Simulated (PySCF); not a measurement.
From computed data to an observable: oscillator strength and radiative lifetime

Si(F)2(H)(SeH) (F2H2SeSi), SMILES [SeH][SiH](F)F.

The structure is a stationary point at B3LYP-D3(BJ)/def2-SVP. One conformer was computed; it need not be the lowest.

TDA-B3LYP/def2-SVPD in PySCF 2.14.0 puts the first singlet state with f over 0.02 at 6.01 eV (vertical), with the transition dipole (0.024, 0.222, -0.536) in atomic units.

Task: Find the oscillator strength, the wavelength and the radiative lifetime that this transition would have in vacuum if emission retraced absorption.

Result: 
|μ|² = 0.3372 au, so |μ| = 1.48 D. ΔE = 6.01/27.211 = 0.2209 hartree. f = (2/3) ΔE |μ|² = 0.050 (the program prints 0.050).
λ = 1239.84/6.01 = 206 nm; ν = 48474 cm⁻¹.
Einstein's coefficient A = 0.6670 ν² f s⁻¹ (ν in cm⁻¹) = 7.8e7 s⁻¹, so τ = 1/A = 13 ns. This state is S2; the lower singlet has f = 0.002. The figure is the radiative limit of this one transition; relaxation, internal conversion, crossing to triplets and a medium change what is measured.
